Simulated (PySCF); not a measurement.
# Bonding in `BN(B)C1CCC1`

C4H11B2N.
Atom-mapped SMILES: `[BH2:1][N:2]([BH2:3])[CH:4]1[CH2:5][CH2:6][CH2:7]1` (hydrogens: H8, H9 on B1; H10, H11 on B3; H12 on C4; H13, H14 on C5; H15, H16 on C6; H17, H18 on C7)

Cartesian coordinates in Å at the PBE0-D3(BJ)/def2-SVP level; atoms count from 1:
```xyz
18
C4H11B2N angstrom
B     -1.7128   -1.2988    0.6046
N     -1.0718   -0.1917   -0.0209
B     -1.7143    0.5044   -1.0837
C      0.2240    0.2672    0.4759
C      1.2774   -0.7648    0.9104
C      2.3533    0.1789    0.3421
C      1.2550    0.8455   -0.5067
H     -2.7829   -1.6672    0.1904
H     -1.1804   -1.8476    1.5408
H     -1.1840    1.4749   -1.5709
H     -2.7840    0.1133   -1.4779
H      0.0566    0.9861    1.2965
H      1.1883   -1.6806    0.3047
H      1.3234   -1.0484    1.9715
H      3.2013   -0.2763   -0.1888
H      2.7496    0.8599    1.1105
H      1.2817    1.9346   -0.6545
H      1.1617    0.3593   -1.4906
```

Bond orders from the PBE0/pcSseg-1 density (PySCF). One conformer (not necessarily the lowest) at the PBE0-D3(BJ)/def2-SVP geometry, without solvent, vibrations or thermal averaging.

Question: How far do the computed orders between heavy atoms stray from the drawn ones?

Answer: The largest departure is 0.188, at N2–B3 (drawn single, 1.188) and B1–N2 (drawn single, 1.186). Drawn single, order above 1.12: B1–N2 (1.186) and N2–B3 (1.188). Drawn single, order below 0.88: N2–C4 (0.844).

Question: Give the Mayer order of every bond, beside its length.

Answer: 
| bond | drawn as | length (Å) | Mayer order |
| --- | --- | --- | --- |
| B1–N2 | single | 1.424 | 1.186 |
| N2–B3 | single | 1.424 | 1.188 |
| N2–C4 | single | 1.462 | 0.844 |
| C4–C5 | single | 1.537 | 1.023 |
| C5–C6 | single | 1.540 | 1.027 |
| C6–C7 | single | 1.540 | 1.026 |
| C7–C4 | single | 1.537 | 1.023 |
| B1–H8 | single | 1.205 | 0.991 |
| B1–H9 | single | 1.209 | 0.976 |
| B3–H10 | single | 1.209 | 0.976 |
| B3–H11 | single | 1.205 | 0.991 |
| C4–H12 | single | 1.104 | 0.927 |
| C5–H13 | single | 1.102 | 0.939 |
| C5–H14 | single | 1.099 | 0.954 |
| C6–H15 | single | 1.099 | 0.961 |
| C6–H16 | single | 1.101 | 0.950 |
| C7–H17 | single | 1.099 | 0.954 |
| C7–H18 | single | 1.101 | 0.938 |

Question: Sum the orders of all bonds at each heavy atom with more than one neighbour and set the sums beside the valence in the SMILES.

Answer: B1 3.153 (drawn 3), N2 3.218 (drawn 3), B3 3.155 (drawn 3), C4 3.817 (drawn 4), C5 3.943 (drawn 4), C6 3.964 (drawn 4), C7 3.941 (drawn 4). Orders between atoms that aren't bonded are not in these sums.

For a closed shell the Mayer order of atoms A and B is Σ (PS)μν (PS)νμ over the basis functions μ on A and ν on B, with P the density and S the overlap matrix.
